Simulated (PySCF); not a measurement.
Compound: C2H7OSi (charge -1).
Geometry (PBE0-D3(BJ)/def2-SVP, Å), atoms numbered from 1 in this order:
```
atom  x, y, z in Å
C1    -1.2663    0.0686   -0.2728
C2     0.2178   -0.1452   -0.5365
O3     0.9695    0.5688    0.3625
Si4    2.7432    0.4987    0.3138
H5    -1.5141    1.1399   -0.3515
H6    -1.8975   -0.4926   -0.9840
H7    -1.5186   -0.2527    0.7512
H8     0.4415   -1.2384   -0.4897
H9     0.4454    0.1443   -1.5911
H10    2.8731   -1.0642    0.1628
H11    2.9053    0.6837   -1.2422
```

A calculation gives these core lines: C 1s: 286.75 (area 1), 287.33 (area 1) eV; O 1s: 532.02 eV; Si 1s: 1839.94 eV; Si 2p3/2: 100.03 eV.

Method used: delta-SCF UKS SCAN, pcX-2 on the ionised atom, pcseg-1 elsewhere, spin-free X2C in PySCF 2.14.0. Isolated species at its PBE0-D3(BJ)/def2-SVP geometry (one conformer only).

(1) Which carbon gives which C 1s line?

## Answers

(1) 286.75 eV: C1 (methyl carbon); 287.33 eV: C2 (sp3 carbon bound to oxygen). The listed C 1s values span 0.58 eV, from C1 (bonded to C and 3 H) to C2 (bonded to O, C and 2 H). Summing the Pauling electronegativity differences to the bonded atoms, each weighted by its formal bond order, gives -1.05 for the lowest site and +0.19 for the highest.

Bonded neighbours of each site: C1: C and 3 H; C2: O, C and 2 H; O3: C and Si; Si4: O and 2 H.

Question: Which effective nuclear charge Zeff reproduces each element's mean 1s value in the hydrogen-like formula E = 13.606 eV × Zeff²?

Answer: C (Z = 6): mean 287.0 eV, Zeff = 4.59, Z − Zeff = 1.41; O (Z = 8): mean 532.0 eV, Zeff = 6.25, Z − Zeff = 1.75; Si (Z = 14): mean 1839.9 eV, Zeff = 11.63, Z − Zeff = 2.37. Means run over the listed sites, weighted by atom count.

Spin–orbit and ligand-field terms were added within each 2p shell after the spin-free SCF. 2p1/2 minus 2p3/2 (ligand field included): Si 0.63 eV. The species carries charge -1, so core ionisation leaves a neutral species. The basis sets have no added diffuse functions.

The run took 23 s on Arm Neoverse V2, one thread, on a shared host.
